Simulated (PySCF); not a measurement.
trans-1,3-butadiene (C$_{4}$H$_{6}$), singlet, geometry from GFN2-xTB; HF/STO-3G in PySCF.

PySCF was given this input:
```python
from pyscf import gto, scf

mol = gto.M(
    atom='''
C     0.60098404    1.72988493    0.00660394
C     0.60182532    0.40139553    0.00497869
C    -0.60182532   -0.40139553   -0.00497869
C    -0.60098404   -1.72988493   -0.00660394
H     1.51231978    2.30275383    0.01410017
H    -0.31829171    2.29293121    0.00044354
H     1.53714210   -0.14365640    0.01128075
H    -1.53714210    0.14365640   -0.01128075
H     0.31829171   -2.29293121   -0.00044354
H    -1.51231978   -2.30275383   -0.01410017
''',
    basis='sto-3g',
    verbose=4,
)

mf = scf.RHF(mol)
mf = mf.newton()
mf.kernel()
mf.analyze()
```

Question: What does PySCF print? Leave out banner, timings and long lists.

Answer: 
```
PySCF version 2.14.0

[INPUT] verbose = 4
[INPUT] num. atoms = 10
[INPUT] num. electrons = 30
[INPUT] charge = 0
[INPUT] spin (= nelec alpha-beta = 2S) = 0
[INPUT] symmetry False subgroup None
[INPUT] Mole.unit = angstrom
[INPUT] Symbol           X                Y                Z      unit          X                Y                Z       unit  Magmom
[INPUT]  1 C      0.600984040000   1.729884930000   0.006603940000 AA    1.135695240835   3.269008744712   0.012479637943 Bohr   0.0
[INPUT]  2 C      0.601825320000   0.401395530000   0.004978690000 AA    1.137285029629   0.758527619325   0.009408360559 Bohr   0.0
[INPUT]  3 C     -0.601825320000  -0.401395530000  -0.004978690000 AA   -1.137285029629  -0.758527619325  -0.009408360559 Bohr   0.0
[INPUT]  4 C     -0.600984040000  -1.729884930000  -0.006603940000 AA   -1.135695240835  -3.269008744712  -0.012479637943 Bohr   0.0
[INPUT]  5 H      1.512319780000   2.302753830000   0.014100170000 AA    2.857870196962   4.351574070993   0.026645459610 Bohr   0.0
[INPUT]  6 H     -0.318291710000   2.292931210000   0.000443540000 AA   -0.601484159619   4.333012009368   0.000838169125 Bohr   0.0
[INPUT]  7 H      1.537142100000  -0.143656400000   0.011280750000 AA    2.904777583539  -0.271471252041   0.021317527980 Bohr   0.0
[INPUT]  8 H     -1.537142100000   0.143656400000  -0.011280750000 AA   -2.904777583539   0.271471252041  -0.021317527980 Bohr   0.0
[INPUT]  9 H      0.318291710000  -2.292931210000  -0.000443540000 AA    0.601484159619  -4.333012009368  -0.000838169125 Bohr   0.0
[INPUT] 10 H     -1.512319780000  -2.302753830000  -0.014100170000 AA   -2.857870196962  -4.351574070993  -0.026645459610 Bohr   0.0

nuclear repulsion = 104.503204342562
number of shells = 18
number of NR pGTOs = 78
number of NR cGTOs = 26
basis = sto-3g
ecp = {}

******** <class 'pyscf.soscf.newton_ah.SecondOrderRHF'> ********
method = SecondOrderRHF
initial guess = minao
damping factor = 0
level_shift factor = 0
DIIS = <class 'pyscf.scf.diis.CDIIS'>
diis_start_cycle = 1
diis_space = 8
diis_damp = 0
SCF conv_tol = 1e-09
SCF conv_tol_grad = None
SCF max_cycles = 50
direct_scf = True
direct_scf_tol = 1e-13
******** <class 'pyscf.scf.hf.RHF'> Newton solver flags ********
SCF tol = 1e-09
conv_tol_grad = None
max. SCF cycles = 50
direct_scf = True
direct_scf_tol = 1e-13
max_cycle_inner = 12
max_stepsize = 0.05
ah_start_tol = 1e+09
ah_level_shift = 0
ah_conv_tol = 1e-12
ah_lindep = 1e-14
ah_start_cycle = 1
ah_max_cycle = 40
ah_grad_trust_region = 2.5
kf_interval = 4
kf_trust_region = 5
canonicalization = True
Set conv_tol_grad to 3.16228e-05
Initial guess from minao.
  HOMO = -0.1545330702941  LUMO = 0.115226314986333  gap/eV = 7.34053
Initial guess E= -152.993906224113  |g|= 0.230032
macro= 0  E= -153.018274945312  delta_E= -0.0243687  |g|= 0.00860574  3 KF 9 JK
macro= 1  E= -153.018274969036  delta_E= -2.37236e-08  |g|= 0.000259122  1 KF 4 JK
macro= 2  E= -153.018274969036  delta_E= -1.13687e-13  |g|= 8.77546e-06  1 KF 2 JK
Canonicalize SCF orbitals
macro X = 3  E=-153.018274969036  |g|= 8.77546e-06  total 6 KF 19 JK
converged SCF energy = -153.018274969036
**** SCF Summaries ****
Total Energy =                        -153.018274969035701
Nuclear Repulsion Energy =             104.503204342562398
One-electron Energy =                 -413.310391351699764
Two-electron Energy =                  155.788912040101678
Two-electron Coulomb Energy =          178.682895760700518
DFT Exchange-Correlation Energy =      -22.893983720598840
HOMO-LUMO gap [eV] =                     7.340526765383752
**** MO energy ****
MO #1   energy= -11.0314527373254  occ= 2
MO #2   energy= -11.0313574083304  occ= 2
MO #3   energy= -11.0173547998557  occ= 2
MO #4   energy= -11.0173425059432  occ= 2
MO #5   energy= -1.03886118785252  occ= 2
MO #6   energy= -0.946845038052761 occ= 2
MO #7   energy= -0.775444794796204 occ= 2
MO #8   energy= -0.71077843720612  occ= 2
MO #9   energy= -0.597470201167662 occ= 2
MO #10  energy= -0.591739375567296 occ= 2
MO #11  energy= -0.499669245095993 occ= 2
MO #12  energy= -0.499379368229037 occ= 2
MO #13  energy= -0.44092480411585  occ= 2
MO #14  energy= -0.401448188545105 occ= 2
MO #15  energy= -0.266215543664879 occ= 2
MO #16  energy= 0.245204907616668  occ= 0
MO #17  energy= 0.422552851503219  occ= 0
MO #18  energy= 0.589660149975403  occ= 0
MO #19  energy= 0.677350790583095  occ= 0
MO #20  energy= 0.695755289863623  occ= 0
MO #21  energy= 0.70761453358883   occ= 0
MO #22  energy= 0.711787291263538  occ= 0
MO #23  energy= 0.882309600913906  occ= 0
 ** Mulliken pop on meta-lowdin orthogonal AOs  **
 ** Mulliken pop  **
pop of  0 C 1s            1.99983
pop of  0 C 2s            1.02708
pop of  0 C 2px           1.02251
pop of  0 C 2py           1.02497
pop of  0 C 2pz           1.00814
pop of  1 C 1s            1.99983
pop of  1 C 2s            1.01722
pop of  1 C 2px           0.99854
pop of  1 C 2py           1.02052
pop of  1 C 2pz           0.99186
pop of  2 C 1s            1.99983
pop of  2 C 2s            1.01722
pop of  2 C 2px           0.99854
pop of  2 C 2py           1.02052
pop of  2 C 2pz           0.99186
pop of  3 C 1s            1.99983
pop of  3 C 2s            1.02708
pop of  3 C 2px           1.02251
pop of  3 C 2py           1.02497
pop of  3 C 2pz           1.00814
pop of  4 H 1s            0.96171
pop of  5 H 1s            0.96330
pop of  6 H 1s            0.96449
pop of  7 H 1s            0.96449
pop of  8 H 1s            0.96330
pop of  9 H 1s            0.96171
 ** Mulliken atomic charges  **
charge of    0C =     -0.08253
charge of    1C =     -0.02797
charge of    2C =     -0.02797
charge of    3C =     -0.08253
charge of    4H =      0.03829
charge of    5H =      0.03670
charge of    6H =      0.03551
charge of    7H =      0.03551
charge of    8H =      0.03670
charge of    9H =      0.03829
Dipole moment(X, Y, Z, Debye): -0.00000,  0.00000, -0.00000
```
